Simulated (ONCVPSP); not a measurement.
Logarithmic derivatives: lanthanum, ONCV

| Property | Result |
| --- | --- |
| Element | La |
| Generator | ONCVPSP 4.0.1 |
| Type | optimised norm-conserving Vanderbilt (ONCV) |
| Functional | PBEsol |
| Relativity | scalar-relativistic |
| Frozen core | [Kr] 4d10 |
| Valence charge | 11 |
| Reference configuration | 5s2 5p6 5d1 6s1 6p1 |
| Partial waves | 5s+6s: rc 2.85 bohr, ncon 4, nbas 8, qcut 4.4 1/bohr, 2 projectors; 5p+6p: rc 3.00 bohr, ncon 5, nbas 10, qcut 4.9 1/bohr, 2 projectors; 5d: rc 2.85 bohr, ncon 4, nbas 8, qcut 5.7 1/bohr, local; f scattering state at 0.03 Ha: rc 3.55 bohr, ncon 4, nbas 7, qcut 3.3 1/bohr, 3 projectors, debl 3.2 Ha |
| Local potential | the d channel |
| Core correction | none |

In the f channel the program set the typed energies aside and used -0.202, 2.998, 6.198 Ha.

The phase is arctan(r·R′/R) of the radial function R(r), unwrapped; energies in Ha, scanned from -3 to 5 Ha. A pole is an energy at which the radial function vanishes at the test radius. The pseudo phase is shifted by a multiple of π to meet the all-electron one at the reference energy, and phase errors are pseudo minus all-electron; the curves can meet again beyond the range given. Levels narrower than the energy grid can be missing from the lists of poles.

Q: For each channel, where are the poles, and over which energies does the pseudopotential scatter like the atom?

A:

```tsv
channel	radius (bohr)	reference energy (Ha)	poles, all-electron	poles, pseudo	unbroken range about the reference energy with phases within 0.05 rad	phase error 1 Ha above the reference energy (rad)
s	2.89	-0.16	-1.40, 1.67	-1.40, 1.47, 3.38	below 1.7	-0.011
p	3.05	-0.07	-0.76, 1.91	-0.76, 1.86, 4.82	below 2.7	-0.003
d	2.89	-0.15	0.35, 3.44	0.34, 3.13	below 1.0	-0.022
f	3.61	-0.20	-0.19, 1.05, 2.98	-0.18, 2.98	-0.2 to -0.2	+2.406
```

Phases in the d channel:

```csv
E (Ha),all-electron,pseudo
-2.98,1.398,1.398
-2.54,1.379,1.378
-2.10,1.352,1.351
-1.66,1.310,1.310
-1.22,1.234,1.233
-0.78,1.033,1.030
-0.34,-0.241,-0.244
0.10,-1.417,-1.418
0.54,-1.651,-1.658
0.98,-1.859,-1.896
1.42,-2.639,-3.077
1.86,-4.244,-4.369
2.30,-4.527,-4.575
2.74,-4.627,-4.661
3.18,-4.685,-4.719
3.62,-4.731,-4.775
4.06,-4.779,-4.855
4.50,-4.846,-5.067
4.94,-4.997,-6.795
```
